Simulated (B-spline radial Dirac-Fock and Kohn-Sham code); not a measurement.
ΔSCF core binding energies without Breit or QED terms, calculated with a radial B-spline solver.

A sound run for atomic tungsten in the configuration [Xe] 4f14 5d4 6s2: The ground state converged in 11 iterations, with total energy -16156.13543 Ha, virial ratio 1.88821 and highest orbital energy -7.26 eV. ΔSCF binding energies: K (1s) 69877.6 eV, L3 (2p3/2) 10240.9 eV, M5 (3d5/2) 1818.7 eV.

A second run, with one unsound setting: The ground state converged in 11 iterations, with total energy -16153.93644 Ha, virial ratio 1.88820 and highest orbital energy -7.21 eV. ΔSCF binding energies: K (1s) 69876.0 eV, L3 (2p3/2) 10242.0 eV, M5 (3d5/2) 1819.9 eV.

```
iter   energy (Ha)        error
   1   -16152.65422299  2.21e+00
   2   -16152.79897886  2.55e-01
   3   -16153.90603972  5.67e-02
   4   -16153.93572051  7.49e-03
   5   -16153.93600782  5.82e-03
   6   -16153.93638603  2.02e-03
   7   -16153.93643826  1.13e-04
   8   -16153.93643884  8.50e-05
   9   -16153.93643901  5.84e-06
  11   -16153.93643901  4.15e-07
```

Q: Which fault fits the second run best?
A. unbound anion
B. spline order too low
C. overfilled shell
D. too few iterations

A: B. The input had order = 3: order is too low for an accurate radial basis.
